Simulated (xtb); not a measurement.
HN₂ (SMILES N#[NH+]), charge +1, singlet, at a GFN2-xTB geometry; GFN2-xTB (xtb).

xtb was given this input:
```
$ xtb mol.xyz --gfn 2 --chrg 1 --grad --json

# file mol.xyz
3

N     -0.00000000    -0.00000000    -0.43539476
N      0.00000000     0.00000000     0.64482984
H     -0.00000000    -0.00000000    -1.46604558
```

### Question
Write the output that xtb gives for this input, abridged.

### Answer

```
   ID    Z sym.   atoms
    1    7 N      1, 2
    2    1 H      3

           -------------------------------------------------
          |                Calculation Setup                |
           -------------------------------------------------

           -------------------------------------------------
          |                 G F N 2 - x T B                 |
           -------------------------------------------------

          ...................................................
          :                      SETUP                      :
          :.................................................:
          :  # basis functions                   9          :
          :  # atomic orbitals                   9          :
          :  # shells                            5          :
          :  # electrons                        10          :
          :  max. iterations                   250          :
          :  Hamiltonian                  GFN2-xTB          :
          :  restarted?                      false          :
          :  GBSA solvation                  false          :
          :  PC potential                    false          :
          :  electronic temp.          300.0000000     K    :
          :  accuracy                    1.0000000          :
          :  -> integral cutoff          0.2500000E+02      :
          :  -> integral neglect         0.1000000E-07      :
          :  -> SCF convergence          0.1000000E-05 Eh   :
          :  -> wf. convergence          0.1000000E-03 e    :
          :  Broyden damping             0.4000000          :
          :  net charge                          1          :
          :  unpaired electrons                  0          :
          ...................................................

 iter      E             dE          RMSdq      gap      omega  full diag
   1     -5.8340082 -0.583401E+01  0.978E+00    6.63       0.0  T
   2     -5.8545716 -0.205634E-01  0.558E+00    5.65       1.0  T
   3     -5.8565438 -0.197221E-02  0.236E+00    5.50       1.0  T
   4     -5.8598437 -0.329982E-02  0.394E-01    5.13       1.0  T
   5     -5.8598708 -0.271513E-04  0.926E-02    5.16       1.0  T
   6     -5.8598780 -0.723836E-05  0.360E-02    5.15       1.6  T
   7     -5.8598801 -0.205774E-05  0.307E-03    5.16      18.8  T
   8     -5.8598801 -0.725836E-08  0.350E-04    5.16     165.0  T
   9     -5.8598801 -0.301892E-11  0.280E-05    5.16    2065.1  T

   *** convergence criteria satisfied after 9 iterations ***

         :::::::::::::::::::::::::::::::::::::::::::::::::::::
         ::                     SUMMARY                     ::
         :::::::::::::::::::::::::::::::::::::::::::::::::::::
         :: total energy              -5.744705374152 Eh    ::
         :: gradient norm              0.000035283996 Eh/a0 ::
         :: HOMO-LUMO gap              5.155760953932 eV    ::
         ::.................................................::
         :: SCC energy                -5.859880108643 Eh    ::
         :: -> isotropic ES            0.177453437707 Eh    ::
         :: -> anisotropic ES         -0.031213644610 Eh    ::
         :: -> anisotropic XC          0.040945033218 Eh    ::
         :: -> dispersion             -0.000285711004 Eh    ::
         :: repulsion energy           0.115174734491 Eh    ::
         :: add. restraining           0.000000000000 Eh    ::
         :: total charge               1.000000000000 e     ::
         :::::::::::::::::::::::::::::::::::::::::::::::::::::

           -------------------------------------------------
          |                Property Printout                |
           -------------------------------------------------

    * Orbital Energies and Occupations

         #    Occupation            Energy/Eh            Energy/eV
      -------------------------------------------------------------
         1        2.0000           -1.0627194             -28.9181
         2        2.0000           -0.9506997             -25.8699
         3        2.0000           -0.9263288             -25.2067
         4        2.0000           -0.9263288             -25.2067
         5        2.0000           -0.8213516             -22.3501 (HOMO)
         6                         -0.6318808             -17.1944 (LUMO)
         7                         -0.6318808             -17.1944
         8                         -0.3057585              -8.3201
         9                          0.7180822              19.5400
      -------------------------------------------------------------
                  HL-Gap            0.1894707 Eh            5.1558 eV
             Fermi-level           -0.7266162 Eh          -19.7722 eV

     #   Z          covCN         q      C6AA      α(0)
     1   7 N        1.840     0.267    17.514     6.202
     2   7 N        0.981     0.358    15.494     5.663
     3   1 H        0.859     0.376     0.526     1.136

 Mol. C6AA /au·bohr⁶  :         78.171361
 Mol. C8AA /au·bohr⁸  :       1652.244677
 Mol. α(0) /au        :         13.000872

Wiberg/Mayer (AO) data.
largest (>0.10) Wiberg bond orders for each atom

 ---------------------------------------------------------------------------
     #   Z sym  total        # sym  WBO       # sym  WBO       # sym  WBO
 ---------------------------------------------------------------------------
     1   7 N    3.774 --     2 N    2.967     3 H    0.807
     2   7 N    3.018 --     1 N    2.967
     3   1 H    0.859 --     1 N    0.807
 ---------------------------------------------------------------------------

Topologies differ in total number of bonds
Writing topology from bond orders to xtbtopo.mol

molecular dipole:
                 x           y           z       tot (Debye)
 q only:        0.000       0.000      -0.825
   full:        0.000      -0.000      -1.188       3.019
molecular quadrupole (traceless):
                xx          xy          yy          xz          yz          zz
 q only:       -1.798       0.000      -1.798       0.000       0.000       3.596
  q+dip:       -2.376       0.000      -2.376       0.000       0.000       4.751
   full:       -1.538       0.000      -1.538       0.000       0.000       3.077

           -------------------------------------------------
          | TOTAL ENERGY               -5.744705374152 Eh   |
          | GRADIENT NORM               0.000035283996 Eh/α |
          | HOMO-LUMO GAP               5.155760953932 eV   |
           -------------------------------------------------

normal termination of xtb
```
